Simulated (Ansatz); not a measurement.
All values below come from PBE0-D3(BJ)/def2-SVP run with Ansatz (a program for electronic structure). No frequencies were computed at this level.

Ansatz 0.2 input:
```yaml
crystal:
  periodic: [false, false, false]
  atoms:
    - { symbol: B, position_ang: [2.831117, -0.831463, 0.325859] }
    - { symbol: C, position_ang: [1.330222, -0.512204, 0.165308] }
    - { symbol: C, position_ang: [0.390928, -1.546119, 0.180836] }
    - { symbol: C, position_ang: [-0.95613, -1.276874, 0.037183] }
    - { symbol: S, position_ang: [-2.268243, -2.427155, 0.031391] }
    - { symbol: C, position_ang: [-3.411913, -1.148109, -0.191226] }
    - { symbol: C, position_ang: [-2.852002, 0.078592, -0.259032] }
    - { symbol: C, position_ang: [-1.433349, 0.039973, -0.130236] }
    - { symbol: C, position_ang: [-0.511948, 1.084679, -0.148014] }
    - { symbol: C, position_ang: [0.839848, 0.814931, -0.002986] }
    - { symbol: C, position_ang: [1.733288, 1.913391, -0.027147] }
    - { symbol: C, position_ang: [2.433053, 2.888955, -0.056964] }
    - { symbol: H, position_ang: [3.628772, 0.021508, 0.31729] }
    - { symbol: H, position_ang: [3.166181, -1.944745, 0.456707] }
    - { symbol: H, position_ang: [0.723025, -2.565518, 0.306881] }
    - { symbol: H, position_ang: [-4.452432, -1.401315, -0.25873] }
    - { symbol: H, position_ang: [-3.410036, 0.987726, -0.395168] }
    - { symbol: H, position_ang: [-0.851916, 2.102537, -0.274605] }
    - { symbol: H, position_ang: [3.071533, 3.721213, -0.077345] }
basis:
  gaussian: { orbitals: def2-svp }
hamiltonian:
  xc: pbe0
  dispersion: d3bj
relax:
  max_steps: 150
```

Output:

```
Functional definition: PBE0
2400 factors; integrals over basis functions are off by at most 4.1e-4 eV
mean field evaluation 1: about -21951.9148 eV, gradient 6.6e1 eV
mean field evaluation 2: about -21941.9729 eV, gradient 9.0e1 eV
mean field evaluation 4: about -21964.1053 eV, gradient 1.2e1 eV
mean field evaluation 8: about -21964.5485 eV, gradient 4.3e-1 eV
mean field evaluation 16: about -21964.5491 eV, gradient 2.4e-4 eV
mean field -21964.54907267 eV, -807.1822903144 hartree, gradient 7.8e-5 eV, S^2 0.000000; 0 other end points of the search recorded, 0 dependent functions left out
reference -21964.54910700 eV, -807.1822915763 hartree; 44, 44 occupied and 163, 163 virtual orbitals, 2400 factors
relax step   1: F+E_penalty+E_count = -21965.15797961 eV  Δ(F+E_penalty+E_count) = +0.000e0 eV  max|allowed force component| = 1.018e0 eV/Å  Δτ_max = 0.0000 Å  (31 SCF iters, accepted)
these checks for a lower state are left out or cut short: starts, cluster_reference, orbital_swaps, neighbouring_geometries, increment
2400 factors; integrals over basis functions are off by at most 4.4e-4 eV
mean field -21964.64942303 eV, -807.1859781222 hartree, gradient 2.3e-5 eV, S^2 0.000000; 0 other end points of the search recorded, 0 dependent functions left out
reference -21964.64945767 eV, -807.1859793954 hartree; 44, 44 occupied and 163, 163 virtual orbitals, 2400 factors
relax step   2: F+E_penalty+E_count = -21965.25580288 eV  Δ(F+E_penalty+E_count) = -9.782e-2 eV  max|allowed force component| = 3.121e-1 eV/Å  Δτ_max = 0.0585 Å  (35 SCF iters, accepted)
these checks for a lower state are left out or cut short: starts, cluster_reference, orbital_swaps, neighbouring_geometries, increment
2400 factors; integrals over basis functions are off by at most 4.6e-4 eV
mean field evaluation 32: about -21964.6578 eV, gradient 2.4e-5 eV
mean field -21964.65775239 eV, -807.1862842207 hartree, gradient 2.4e-5 eV, S^2 0.000000; 0 other end points of the search recorded, 0 dependent functions left out
reference -21964.65778712 eV, -807.1862854969 hartree; 44, 44 occupied and 163, 163 virtual orbitals, 2400 factors
relax step   3: F+E_penalty+E_count = -21965.26336933 eV  Δ(F+E_penalty+E_count) = -7.566e-3 eV  max|allowed force component| = 9.854e-2 eV/Å  Δτ_max = 0.0220 Å  (36 SCF iters, accepted)
these checks for a lower state are left out or cut short: starts, cluster_reference, orbital_swaps, neighbouring_geometries, increment
2400 factors; integrals over basis functions are off by at most 4.7e-4 eV
mean field -21964.65817931 eV, -807.1862999096 hartree, gradient 2.2e-5 eV, S^2 0.000000; 0 other end points of the search recorded, 0 dependent functions left out
reference -21964.65821403 eV, -807.1863011857 hartree; 44, 44 occupied and 163, 163 virtual orbitals, 2400 factors
relax step   4: F+E_penalty+E_count = -21965.26374851 eV  Δ(F+E_penalty+E_count) = -3.792e-4 eV  max|allowed force component| = 4.369e-2 eV/Å  Δτ_max = 0.0045 Å  (28 SCF iters, accepted)
these checks for a lower state are left out or cut short: starts, cluster_reference, orbital_swaps, neighbouring_geometries, increment
2400 factors; integrals over basis functions are off by at most 4.7e-4 eV
mean field -21964.65832998 eV, -807.1863054465 hartree, gradient 1.8e-5 eV, S^2 0.000000; 0 other end points of the search recorded, 0 dependent functions left out
reference -21964.65836469 eV, -807.1863067220 hartree; 44, 44 occupied and 163, 163 virtual orbitals, 2400 factors
relax step   5: F+E_penalty+E_count = -21965.26390787 eV  Δ(F+E_penalty+E_count) = -1.594e-4 eV  max|allowed force component| = 7.248e-2 eV/Å  Δτ_max = 0.0079 Å  (28 SCF iters, accepted)
these checks for a lower state are left out or cut short: starts, cluster_reference, orbital_swaps, neighbouring_geometries, increment
2400 factors; integrals over basis functions are off by at most 4.7e-4 eV
mean field -21964.65844153 eV, -807.1863095458 hartree, gradient 9.6e-6 eV, S^2 0.000000; 0 other end points of the search recorded, 0 dependent functions left out
reference -21964.65847623 eV, -807.1863108211 hartree; 44, 44 occupied and 163, 163 virtual orbitals, 2400 factors
relax step   6: F+E_penalty+E_count = -21965.26405890 eV  Δ(F+E_penalty+E_count) = -1.510e-4 eV  max|allowed force component| = 2.579e-2 eV/Å  Δτ_max = 0.0036 Å  (27 SCF iters, accepted)
these checks for a lower state are left out or cut short: starts, cluster_reference, orbital_swaps, neighbouring_geometries, increment
2400 factors; integrals over basis functions are off by at most 4.7e-4 eV
mean field -21964.65843168 eV, -807.1863091840 hartree, gradient 2.3e-5 eV, S^2 0.000000; 0 other end points of the search recorded, 0 dependent functions left out
reference -21964.65846637 eV, -807.1863104589 hartree; 44, 44 occupied and 163, 163 virtual orbitals, 2400 factors
relax step   7: F+E_penalty+E_count = -21965.26410739 eV  Δ(F+E_penalty+E_count) = -4.849e-5 eV  max|allowed force component| = 4.885e-2 eV/Å  Δτ_max = 0.0072 Å  (27 SCF iters, accepted)
these checks for a lower state are left out or cut short: starts, cluster_reference, orbital_swaps, neighbouring_geometries, increment
2400 factors; integrals over basis functions are off by at most 4.7e-4 eV
mean field -21964.65850382 eV, -807.1863118353 hartree, gradient 6.1e-5 eV, S^2 0.000000; 0 other end points of the search recorded, 0 dependent functions left out
reference -21964.65853852 eV, -807.1863131102 hartree; 44, 44 occupied and 163, 163 virtual orbitals, 2400 factors
relax step   8: F+E_penalty+E_count = -21965.26415739 eV  Δ(F+E_penalty+E_count) = -5.000e-5 eV  max|allowed force component| = 5.365e-3 eV/Å  Δτ_max = 0.0025 Å  (24 SCF iters, accepted)
2400 factors; integrals over basis functions are off by at most 4.7e-4 eV
mean field evaluation 64: about -21952.5175 eV, gradient 6.4e1 eV
mean field -21964.65850382 eV, -807.1863118353 hartree, gradient 6.1e-5 eV, S^2 0.000000; 1 other end points of the search recorded, 0 dependent functions left out
reference -21964.65853852 eV, -807.1863131102 hartree; 44, 44 occupied and 163, 163 virtual orbitals, 2400 factors
Total energy: -21965.26419208 eV, -807.2085704683 hartree
Atom 0 at     2.820112    -0.847206     0.327394 Å, force     0.000302    -0.005365     0.002791 eV/Å
Atom 1 at     1.328658    -0.500631     0.163913 Å, force    -0.000077     0.000664    -0.001449 eV/Å
Atom 2 at     0.397584    -1.547993     0.180593 Å, force    -0.001774     0.000099    -0.000262 eV/Å
Atom 3 at    -0.962924    -1.287469     0.036534 Å, force     0.001537     0.003128     0.000234 eV/Å
Atom 4 at    -2.266347    -2.437119     0.030232 Å, force    -0.000337    -0.000963    -0.000984 eV/Å
Atom 5 at    -3.424023    -1.172647    -0.190697 Å, force    -0.001263     0.002292     0.000415 eV/Å
Atom 6 at    -2.869128     0.070020    -0.258620 Å, force    -0.000578    -0.002157    -0.001222 eV/Å
Atom 7 at    -1.442092     0.035998    -0.130087 Å, force    -0.000113    -0.002907     0.001208 eV/Å
Atom 8 at    -0.519800     1.094656    -0.148632 Å, force    -0.001337    -0.000650    -0.000088 eV/Å
Atom 9 at     0.842179     0.840981    -0.005083 Å, force     0.003032     0.001822     0.000775 eV/Å
Atom 10 at     1.739774     1.953804    -0.030842 Å, force    -0.001330     0.000402    -0.000691 eV/Å
Atom 11 at     2.467784     2.923911    -0.058204 Å, force     0.002327    -0.002978     0.000734 eV/Å
Atom 12 at     3.674514     0.002792     0.322771 Å, force     0.003453     0.001972    -0.000612 eV/Å
Atom 13 at     3.131903    -2.009047     0.464243 Å, force    -0.002664     0.004318    -0.001346 eV/Å
Atom 14 at     0.755246    -2.572383     0.308281 Å, force     0.000109    -0.000480     0.000296 eV/Å
Atom 15 at    -4.481954    -1.425854    -0.260158 Å, force     0.000015    -0.000563     0.000618 eV/Å
Atom 16 at    -3.447751     0.984051    -0.395449 Å, force     0.000123     0.000253    -0.000170 eV/Å
Atom 17 at    -0.868965     2.121060    -0.275874 Å, force     0.000485     0.000285     0.000030 eV/Å
Atom 18 at     3.125229     3.773078    -0.080314 Å, force    -0.001907     0.000827    -0.000277 eV/Å
Dipole moment:    -0.555770     0.065051    -0.055071 e Å
```

Cost: about 2.6 core-minutes (a rough figure).
